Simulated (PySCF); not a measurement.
Compound: C2H5F3P2Si.
Bonds: F1–C2, C2–F3, C2–C4 (double), C4–F5, C4–Si6, Si6–P7, Si6–P8. Hydrogens: H9 on Si6; H10, H11 on P7; H12, H13 on P8.

Torsions of this conformer, `[F:1][C:2]([F:3])=[C:4]([F:5])[SiH:6]([PH2:7])[PH2:8]`: C2–C4–Si6–P7 -114°, H–P7–Si6–C4 174°, H–P7–Si6–C4 80°, H–P8–Si6–C4 163°, H–P8–Si6–C4 69°.

The closed-shell ground state was solved at several levels (PySCF, density fitting, gas phase, non-relativistic). Geometry: PBE0-D3(BJ)/def2-SVP, one conformer, isolated molecule.

| level | basis functions | HOMO (eV) | LUMO (eV) | gap (eV) | dipole (D) |
| --- | --- | --- | --- | --- | --- |
| wB97X-D/pcSseg-1 | 182 | -9.16 | 1.14 | 10.30 | 2.07 |
| CAM-B3LYP/def2-SVPD | 221 | -8.61 | 0.42 | 9.03 | 1.92 |

What might PBE0/pcSseg-1 (182 basis functions) give for the same quantities?

HOMO -7.35 eV, LUMO -0.56 eV, gap 6.79 eV, dipole 2.00 D.

Over all these levels, which gives the widest orbital gap and which the narrowest?

wB97X-D/pcSseg-1 (range-separated hybrid) has the widest, 10.30 eV, and PBE0/pcSseg-1 (global hybrid, 25 % exact exchange) the narrowest, 6.79 eV. The two share the basis. From the narrowest to the widest the HOMO moves by -1.81 eV and the LUMO by +1.70 eV.

How far do the dipole and the HOMO energy spread over the levels?

The dipole runs from 1.92 to 2.07 D (mean 2.00 D) and the HOMO from -9.16 to -7.35 eV.
